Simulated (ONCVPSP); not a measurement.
zinc, ONCV: configuration errors across variants

Zn, optimised norm-conserving Vanderbilt (ONCV), made with ONCVPSP 4.0.1 (PBEsol, scalar-relativistic). Core [Ar], reference 3d10 4s2. Waves: 4s: rc 1.80 bohr, ncon 3, nbas 8, qcut 3.5 1/bohr, 2 projectors, debl 2.8 Ha; p scattering state at 0.19 Ha: rc 1.70 bohr, ncon 4, nbas 8, qcut 4.2 1/bohr, 2 projectors, debl 1.4 Ha; 3d: rc 0.70 bohr, ncon 4, nbas 7, qcut 14.6 1/bohr, 2 projectors, debl 2.5 Ha. Local part: polynomial inside 0.55 bohr (lpopt 2, dvloc0 0 Ha). Core correction: Teter function, fcfact 3.75, rcfact 1.75.

All-electron excitation energies from the reference (eV): (1) 3d10 4s1 9.900; (2) 3d10 4s0 28.249; (3) 3d9 4s0 68.759; (4) 3d10 4s1.5 3.950.

1 further variants failed, have other tests or too few solved ones, and are left out.

A true bound ghost makes a file unfit for plane-wave use even where its test errors are small: the radial tests pick states by their node count and pass the ghost by.

Errors AE − PS in meV (a dash: test not solved or not reliable):

| change | (1) | (2) | (3) | (4) | bound ghosts | GHOST(+) flags above zero |
| --- | --- | --- | --- | --- | --- | --- |
| base | -16 | -140 | -373 | -2.7 | s | p |
| all radii but the core radius scaled by about 0.94 (s 1.70, p 1.60, d 0.66 bohr); local potential polynomial inside 0.52 bohr (lpopt 2, dvloc0 0 Ha) | -17 | -141 | -359 | -2.9 | s, p | d |
| all radii but the core radius scaled by about 1.03 (s 1.86, p 1.76, d 0.72 bohr); local potential polynomial inside 0.56 bohr (lpopt 2, dvloc0 0 Ha) | -16 | -140 | -381 | -2.6 | s | p |
| all radii but the core radius scaled by about 1.09 (s 1.96, p 1.84, d 0.76 bohr); local potential polynomial inside 0.60 bohr (lpopt 2, dvloc0 0 Ha) | -16 | -141 | -405 | -2.6 | s | p |
| all radii but the core radius scaled by about 1.19 (s 2.14, p 2.02, d 0.82 bohr); local potential polynomial inside 0.66 bohr (lpopt 2, dvloc0 0 Ha) | -17 | -146 | -463 | -2.7 | s | p |
| all radii but the core radius scaled by about 1.26 (s 2.26, p 2.14, d 0.88 bohr); local potential polynomial inside 0.70 bohr (lpopt 2, dvloc0 0 Ha) | -18 | -153 | -512 | -3.1 | s | p |
| all radii but the core radius scaled by about 1.33 (s 2.40, p 2.26, d 0.94 bohr); local potential polynomial inside 0.74 bohr (lpopt 2, dvloc0 0 Ha) | -23 | -163 | -569 | -4.6 | s | p |

(1) Give the same row for: all radii but the core radius scaled by about 0.85 (s 1.54, p 1.44, d 0.60 bohr); local potential polynomial inside 0.46 bohr (lpopt 2, dvloc0 0 Ha).

Results:

(1) -19, -148, -356, -3.9; bound ghosts: s, p; GHOST(+) flags above zero: s, d.
